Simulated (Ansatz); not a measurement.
Ansatz (a first-principles code) input (r2SCAN/def2-TZVPP): A basis named .json is the Basis Set Exchange file of that set (core-valence sets with the plain set on hydrogen).

Ansatz 0.2 input:
```yaml
crystal:
  periodic: [false, false, false]
  atoms:
    - {symbol: S, position_ang: [0.00000000, 0.00000000, 0.00000000]}
basis:
  gaussian:
    orbitals: def2-TZVPP
    fitting: {mean_field: def2-universal-JKFIT.json}
hamiltonian:
  xc: {name: r2SCAN}
magnetization: {spin_polarized: true, initial_magnetization: 2}
scf: {lower_state_search: full}
```

Output:

```
Functional definition: r2SCAN
integrals: 0.00 GiB planned
128 factors; integrals over basis functions are off by at most 1.3e0 eV
mean field: 0.08 GiB planned
mean field evaluation 1: about -10832.2484 eV, gradient 5.3e0 eV
mean field evaluation 2: about -10832.2459 eV, gradient 5.3e0 eV
mean field evaluation 4: about -10832.4085 eV, gradient 7.4e-1 eV
mean field evaluation 8: about -10832.4105 eV, gradient 2.9e-3 eV
mean field evaluation 16: about -10832.0433 eV, gradient 7.4e0 eV
mean field evaluation 32: about -10832.4091 eV, gradient 2.7e-1 eV
mean field evaluation 64: about -10832.4105 eV, gradient 2.3e-4 eV
mean field -10832.41045400 eV, -398.0837417131 hartree, gradient 9.7e-6 eV, S^2 2.006897; 6 other end points of the search recorded, 0 dependent functions left out
reference -10832.41046078 eV, -398.0837419620 hartree; 9, 7 occupied and 33, 35 virtual orbitals, 128 factors
Total energy: -10832.41046078 eV, -398.0837419620 hartree
```
